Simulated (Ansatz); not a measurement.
Si₂Mo₄⁺, relaxed as a doublet with UKS PBE-D4/def2-SVP in Ansatz, starting from the GFN2-xTB geometry. Force threshold 0.02 eV/Å.

In the def2 sets Mo takes a core potential; there is no spin–orbit coupling. The relaxation made no stability test and no search for a lower SCF solution. No other spin state of charge 1 was run. Another isomer (doublet) lies 0.26 eV lower at PBE0-D4/def2-TZVP; other spin states weren't run for this one.

Start:

```xyz
6

Mo   -0.423    0.659    1.915
Mo    0.158    0.128   -0.231
Mo    0.216   -1.734    1.083
Mo   -0.791   -0.155   -2.266
Si    2.174   -0.566    0.008
Si   -1.335    1.667   -0.509
```

| step | energy (eV) | largest force component (eV/Å) | SCF passes |
| --- | --- | --- | --- |
| 1 | -23155.9683 | 4.641 | 141 |
| 2 | -23157.4103 | 1.790 | 73 |
| 3 | -23158.4225 | 1.777 | 92 |
| 4 | -23159.2496 | 1.528 | 121 |
| 5 | -23159.7834 | 1.213 | 77 |
| 6 | -23160.3682 | 0.880 | 71 |
| 7 | -23160.9586 | 0.895 | 125 |
| 8 | -23161.4087 | 1.042 | 73 |
| 9 | -23161.8477 | 0.983 | 77 |
| 10 | -23162.4418 | 0.969 | 89 |
| 11 | -23162.7507 | 1.238 | 51 |
| 12 (rejected) | -23162.6041 | 2.909 | 51 |
| 13 | -23162.9367 | 0.294 | 45 |
| 14 | -23162.9543 | 0.126 | 40 |
| 15 (rejected) | -23162.8942 | 0.649 | 44 |
| 16 | -23162.9588 | 0.037 | 37 |
| 17 | -23162.9589 | 0.015 | 35 |

Force components are those of the run's own axes.

End:

Cartesian coordinates in Å:
```
Mo 0.215 0.737 1.500
Mo 0.838 0.897 -0.753
Mo -0.498 -1.257 0.497
Mo -0.793 -0.495 -1.701
Si 1.975 -0.921 0.526
Si -1.738 1.038 -0.068
```

Bonds formed: Mo1–Mo4, Mo1–Si5, Mo3–Si6 (atoms count from 1). Metal–metal contacts that move far: Mo3–Mo4 3.84 to 2.34 Å.

No frequencies were taken in this run, so the end may be a saddle point.

Run time 1.9 min (4 threads of Intel Xeon Platinum 8259CL on a shared host).
